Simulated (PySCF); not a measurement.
Question: Write Cartesian coordinates for InChI=1S/C8H7N/c9-7-6-8-4-2-1-3-5-8/h1-5H,6H2 as optimised with GFN2-xTB.

Answer: 
```xyz
16
C8H7N angstrom
N      3.1932   -0.2256    1.7037
C      2.6440   -0.2761    0.7029
C      1.9251   -0.3341   -0.5473
C      0.4564   -0.0981   -0.2832
C     -0.3844   -1.1652    0.0014
C     -1.7248   -0.9462    0.2659
C     -2.2348    0.3407    0.2509
C     -1.3988    1.4088   -0.0258
C     -0.0580    1.1912   -0.2897
H      2.0877   -1.3187   -0.9940
H      2.3295    0.4321   -1.2144
H      0.0096   -2.1717    0.0167
H     -2.3719   -1.7826    0.4843
H     -3.2815    0.5106    0.4548
H     -1.7906    2.4151   -0.0360
H      0.5917    2.0287   -0.5017
```

Orientation and origin are arbitrary. Atoms count from 1 in this order. The 6-membered ring C4–C5–C6–C7–C8–C9 has internal angles of 119.4° to 120.3°; it is planar, 0.00 Å rms from its mean plane, widest ring torsion 1°. Of the pairs four or more bonds apart, H10···H12 is among the closest relative to their van der Waals radii: 2.46 Å, 103 % of the sum of Bondi's values. The C–C distances run from 1.384 Å (C5–C6, aromatic) to 1.511 Å (C3–C4, drawn single), a spread of 0.127 Å.

Bonds between heavy atoms (Å): N1≡C2 1.143, C2–C3 1.443, C3–C4 1.511, C4–C5 1.388, C5–C6 1.384, C6–C7 1.384, C7–C8 1.384, C8–C9 1.384, C4–C9 1.388.

Computed geometry: GFN2-xTB, gas phase.

Point group: Cs (tolerance 0.08 Å). GFN2-xTB frequencies: not computed here. One conformer, not necessarily the lowest (C2–C3–C4–C5 -89°).
